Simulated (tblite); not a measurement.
C₇H₈F (doublet state).
Cartesian coordinates in Å at the GFN2-xTB level; atoms count from 1:
```xyz
16
C7H8F angstrom
C     -1.9226   -0.1004   -0.8901
C     -1.1737   -0.1518    0.3863
C     -0.2038   -1.3017    0.2110
C      1.0831   -1.1354   -0.0504
C      1.7443    0.2048   -0.1267
C      0.8377    1.2704    0.3902
F      1.4597    2.4570    0.6147
C     -0.4484    1.1344    0.6520
H     -1.4770    0.3730   -1.7429
H     -2.8080   -0.6891   -1.0308
H     -1.8563   -0.3729    1.2146
H     -0.6414   -2.2878    0.2503
H      1.7279   -1.9887   -0.2096
H      2.0246    0.4278   -1.1639
H      2.6730    0.2062    0.4543
H     -1.0269    1.9631    1.0295
```

Level: GFN2-xTB in tblite, geometry and Hessian alike; calculated harmonic values, unscaled, isolated species. Errors from tens to a few hundred cm⁻¹ against measured bands are possible. One conformer, not necessarily the lowest. Open shells enter through the occupations alone, without spin polarisation, and single modes of such species can be off by tens of per cent.

Harmonic wavenumbers (cm⁻¹): 64.3, 142.6, 154.5, 197.3, 353.9, 382.0, 421.9, 445.6, 463.0, 522.5, 549.8, 731.5, 747.5, 825.9, 887.1, 904.0, 920.5, 958.3, 966.3, 1008.4, 1091.2, 1113.4, 1133.9, 1145.1, 1179.5, 1225.1, 1256.0, 1302.8, 1328.5, 1340.8, 1388.6, 1444.6, 1699.6, 1753.7, 2902.6, 2910.3, 2948.7, 3059.5, 3085.6, 3099.3, 3132.9, 3178.4.

A = 3433, B = 1817, C = 1333 MHz; mass 111.061 u (most abundant isotopes); point group C1, symmetry number 1; spin multiplicity 2.

Q: Zero-point energy?

A: ½Σν̃ = 27184 cm⁻¹ = 77.72 kcal/mol.

Q: Give the ideal-gas entropy at 298.15 K and 1 bar in the rigid-rotor, harmonic-oscillator model (classical rotation).

A: Translation 40.06, rotation 28.05, vibration 19.54, spin (R ln 2) 1.38: S = 89.0 cal/(mol K).

Q: And Cp and H(298.15 K) − H(0)?

A: Cp = 32.24 cal/(mol K), of which vibrations give 24.29 (their classical limit is 42 R = 83.5); H(298.15 K) − H(0) = 5.69 kcal/mol without the zero-point energy, 3.32 from vibrations.

Q: What must be added to the electronic energy to get the Gibbs energy at 298.15 K and 1 bar?

A: ZPE + [H(298.15 K) − H(0)] − T·S = 77.72 + 5.69 − 26.54 = 56.87 kcal/mol.

Q: Which modes carry the vibrational entropy at 298.15 K?

A: 64.3 cm⁻¹: 4.32; 142.6 cm⁻¹: 2.77; 154.5 cm⁻¹: 2.62; 197.3 cm⁻¹: 2.16; 353.9 cm⁻¹: 1.15; 382.0 cm⁻¹: 1.03 cal/(mol K); the other 36 give 5.50 together.

Q: How do the functions run with temperature in this model?

A: 
```
 T (K)  S (cal/(mol K))  Cp (cal/(mol K))  H − H(0) (kcal/mol)  G − H(0) (kcal/mol)  ln q(vib)
    50             56.7              10.7                 0.45                -2.39       0.20
   100             65.3              14.7                 1.08                -5.45       0.83
373.15             97.0              38.9                 8.36               -27.83       5.67
   500            109.8              48.6                13.94               -40.96       8.19
   750            132.1              61.5                27.83               -71.28      13.17
  1000            151.0              69.7                44.30              -106.74      17.91
```

q(vib) and H(0) count from the zero-point level.

Q: Blend soft modes into free rotors: weight 1/[1 + (100 cm⁻¹/ν̃)⁴] for the oscillator and the rest for a rotor with moment μB/(μ + B), μ = h/(8π²ν), B = 10⁻⁴⁴ kg m². What vibrational entropy results?

A: 18.60 cal/(mol K) in place of 19.54, which changes −T·S at 298.15 K by +0.28 kcal/mol.

Hindered rotation and anharmonicity are outside this model. Other conformers, if any are populated, would add a mixing term that is left out. The structure is chiral; the term R ln 2 for an equal mix with its mirror image is left out.
